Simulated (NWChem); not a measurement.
System: C2H2BFO; SMILES OB(C#C)F

Input file for NWChem:

```
start job
memory heap 200 mb stack 900 mb global 1100 mb
geometry units angstroms noautosym nocenter noautoz
  B     -0.025274     0.512893     0.000000
  C     -0.038584    -1.027062     0.000000
  C     -0.011675    -2.254655     0.000000
  H     -0.001353    -3.337096     0.000000
  F     -1.174526     1.195828     0.000000
  O      1.125454     1.236739     0.000000
  H      1.911217     0.661464     0.000000
end
basis spherical
  * library def2-svpd
end
dft
  xc b3lyp
  iterations 150
end
property
  response 1 0.0773
end
task dft property
```

Excerpt of the output:

```
             Northwest Computational Chemistry Package (NWChem) 7.3.0
             --------------------------------------------------------

                             Geometry "geometry" -> ""
                             -------------------------

 Output coordinates in angstroms (scale by  1.889725989 to convert to a.u.)

  No.       Tag          Charge          X              Y              Z
 ---- ---------------- ---------- -------------- -------------- --------------
    1 B                    5.0000    -0.02527400     0.51289300     0.00000000
    2 C                    6.0000    -0.03858400    -1.02706200     0.00000000
    3 C                    6.0000    -0.01167500    -2.25465500     0.00000000
    4 H                    1.0000    -0.00135300    -3.33709600     0.00000000
    5 F                    9.0000    -1.17452600     1.19582800     0.00000000
    6 O                    8.0000     1.12545400     1.23673900     0.00000000
    7 H                    1.0000     1.91121700     0.66146400     0.00000000

 Effective nuclear repulsion energy (a.u.)     134.0965262866

                              NWChem Property Module
                              ----------------------

                                 NWChem DFT Module
                                 -----------------

 Summary of "ao basis" -> "ao basis" (spherical)
 ------------------------------------------------------------------------------
       Tag                 Description            Shells   Functions and Types
 ---------------- ------------------------------  ------  ---------------------
 B                         def2-svpd                 8       20   4s2p2d
 C                         def2-svpd                 8       20   4s2p2d
 H                         def2-svpd                 4        8   2s2p
 F                         def2-svpd                 9       23   4s3p2d
 O                         def2-svpd                 9       23   4s3p2d

            General Information
            -------------------
          SCF calculation type: DFT
          Wavefunction type:  closed shell.
          No. of atoms     :     7
          No. of electrons :    36
           Alpha electrons :    18
            Beta electrons :    18
          Charge           :     0
          Spin multiplicity:     1
          Use of symmetry is: off; symmetry adaption is: off
          Maximum number of iterations: 150
          AO basis - number of functions:   122
                     number of shells:    50
          Convergence on energy requested:  1.00D-06
          Convergence on density requested:  1.00D-05
          Convergence on gradient requested:  5.00D-04

              XC Information
              --------------
                         B3LYP Method XC Potential
                     Hartree-Fock (Exact) Exchange  0.200
                        Slater Exchange Functional  0.800 local
                    Becke 1988 Exchange Functional  0.720 non-local
              Lee-Yang-Parr Correlation Functional  0.810
                  VWN I RPA Correlation Functional  0.190 local

             Grid Information
             ----------------
          Grid used for XC integration:  medium
          Radial quadrature: Mura-Knowles
          Angular quadrature: Lebedev.
          Tag              B.-S. Rad. Rad. Pts. Rad. Cut. Ang. Pts.
          ---              ---------- --------- --------- ---------
          B                   0.85       49          11.0       434
          C                   0.70       49          12.0       434
          H                   0.35       45          13.0       434
          F                   0.50       49          12.0       434
          O                   0.60       49          12.0       434
          Grid pruning is: on
          Number of quadrature shells:   335
          Spatial weights used:  Erf1

      Superposition of Atomic Density Guess
      -------------------------------------

 Sum of atomic energies:        -274.74433451

      Non-variational initial energy
      ------------------------------

 Total energy =    -276.643850
 1-e energy   =    -641.427510
 2-e energy   =     230.687133
 HOMO         =      -0.359936
 LUMO         =      -0.020624

   convergence    iter        energy       DeltaE   RMS-Dens  Diis-err
 ---------------- ----- ----------------- --------- --------- ---------
 d= 0,ls=0.0,diis     1   -277.1052304636 -4.11D+02  2.25D-02  8.24D-01
 d= 0,ls=0.0,diis     2   -277.0773884144  2.78D-02  6.75D-03  1.40D+00
 d= 0,ls=0.0,diis     3   -277.2002983404 -1.23D-01  1.94D-03  4.86D-02
 d= 0,ls=0.0,diis     4   -277.2033215113 -3.02D-03  8.93D-04  1.36D-02
 d= 0,ls=0.0,diis     5   -277.2046012025 -1.28D-03  3.44D-04  3.61D-03
  Resetting Diis
 d= 0,ls=0.0,diis     6   -277.2050443577 -4.43D-04  7.99D-05  1.35D-04
 d= 0,ls=0.0,diis     7   -277.2050574621 -1.31D-05  5.02D-05  1.29D-05
 d= 0,ls=0.0,diis     8   -277.2050542297  3.23D-06  3.26D-05  4.49D-05
 d= 0,ls=0.0,diis     9   -277.2050586172 -4.39D-06  6.06D-06  9.59D-07
 d= 0,ls=0.0,diis    10   -277.2050587252 -1.08D-07  1.60D-06  6.32D-08

         Total DFT energy =     -277.205058725169
      One electron energy =     -645.032285799125
           Coulomb energy =      268.348103684894
    Exchange-Corr. energy =      -34.617402897562
 Nuclear repulsion energy =      134.096526286624

 Numeric. integr. density =       35.999994466746

                       DFT Final Molecular Orbital Analysis
                       ------------------------------------

 Vector   16  Occ=2.000000D+00  E=-3.845595D-01
              MO Center=  6.9D-01,  1.1D+00, -2.3D-09, r^2= 1.6D+00
   Bfn.  Coefficient  Atom+Function         Bfn.  Coefficient  Atom+Function
  ----- ------------  ---------------      ----- ------------  ---------------
    98      0.552833  6 O  pz               101      0.368039  6 O  pz
    75      0.283937  5 F  pz                78     -0.188947  5 F  pz
     7     -0.140992  1 B  pz                27      0.076855  2 C  pz
   104      0.076121  6 O  pz                81     -0.054932  5 F  pz
    47      0.050859  3 C  pz                30      0.048866  2 C  pz

 Vector   17  Occ=2.000000D+00  E=-3.150645D-01
              MO Center=  3.2D-02, -1.4D+00, -1.3D-10, r^2= 1.9D+00
   Bfn.  Coefficient  Atom+Function         Bfn.  Coefficient  Atom+Function
  ----- ------------  ---------------      ----- ------------  ---------------
    27      0.415096  2 C  pz                47      0.413768  3 C  pz
    30      0.253646  2 C  pz                50      0.166697  3 C  pz
    98     -0.159243  6 O  pz               101     -0.110424  6 O  pz
    75      0.056534  5 F  pz                 7     -0.053159  1 B  pz
    37     -0.051802  2 C  d -1              17     -0.049881  1 B  d -1

 Vector   18  Occ=2.000000D+00  E=-3.103416D-01
              MO Center=  5.7D-03, -1.5D+00, -4.2D-11, r^2= 1.7D+00
   Bfn.  Coefficient  Atom+Function         Bfn.  Coefficient  Atom+Function
  ----- ------------  ---------------      ----- ------------  ---------------
    45      0.434125  3 C  px                25      0.412065  2 C  px
    28      0.252662  2 C  px                48      0.171987  3 C  px
    95      0.131662  6 O  s                 97      0.123472  6 O  py
    74      0.085697  5 F  py               100      0.072589  6 O  py
    36     -0.069872  2 C  d -2               3     -0.068301  1 B  s

 Vector   19  Occ=0.000000D+00  E=-5.435862D-02
              MO Center=  1.1D-02, -8.2D-01,  1.9D-09, r^2= 3.4D+00
   Bfn.  Coefficient  Atom+Function         Bfn.  Coefficient  Atom+Function
  ----- ------------  ---------------      ----- ------------  ---------------
     7      0.404052  1 B  pz                47      0.378965  3 C  pz
    50      0.269578  3 C  pz                27     -0.232698  2 C  pz
    30     -0.228377  2 C  pz                10     -0.217981  1 B  pz
    98      0.202272  6 O  pz               101      0.166953  6 O  pz
    75     -0.165283  5 F  pz                68      0.134353  4 H  pz

 Vector   20  Occ=0.000000D+00  E=-1.285566D-02
              MO Center=  1.1D+00, -4.2D-01, -8.4D-10, r^2= 6.5D+00
   Bfn.  Coefficient  Atom+Function         Bfn.  Coefficient  Atom+Function
  ----- ------------  ---------------      ----- ------------  ---------------
     4      1.604013  1 B  s                 24     -1.242777  2 C  s
   102      0.896688  6 O  px                43     -0.887143  3 C  s
    20     -0.723323  1 B  d  2              72      0.700969  5 F  s
    44      0.680490  3 C  s                  8      0.516507  1 B  px
    29     -0.483737  2 C  py                49     -0.403682  3 C  py

 Vector   21  Occ=0.000000D+00  E=-2.052344D-03
              MO Center=  2.1D-01, -7.3D-01, -2.5D-10, r^2= 7.3D+00
   Bfn.  Coefficient  Atom+Function         Bfn.  Coefficient  Atom+Function
  ----- ------------  ---------------      ----- ------------  ---------------
     4      2.127301  1 B  s                 24     -1.414792  2 C  s
    95     -1.340252  6 O  s                 44      1.026683  3 C  s
     3      0.816642  1 B  s                102      0.644877  6 O  px
    62     -0.638280  4 H  s                 20     -0.377886  1 B  d  2
    43     -0.331248  3 C  s                 25     -0.310214  2 C  px

[...]

 DFT Linear Response polarizability / au
 Frequency  =       0.0773000 / au
 Wavelength =     589.4353558 / nm
              X              Y              Z
 -----------------------------------------------
 X      37.5476857      1.6253087     -0.0000000
 Y       1.6252685     59.6368527     -0.0000000
 Z      -0.0000000     -0.0000000     29.6499589
 -----------------------------------------------
 Eigenvalues =      37.4287369     59.7558015     29.6499589
 Isotropic   =      42.2781657
 Anisotropic =      27.0681451
 -----------------------------------------------

 Magnetic Dipole Response Matrix (nonzero elements):

 Exiting AOResponse driver routine
```

Level: B3LYP/def2-SVPD. Coordinates come from a PBE-D3(BJ)/def2-SVP optimisation. B3LYP is NWChem's, with the RPA form of VWN correlation.
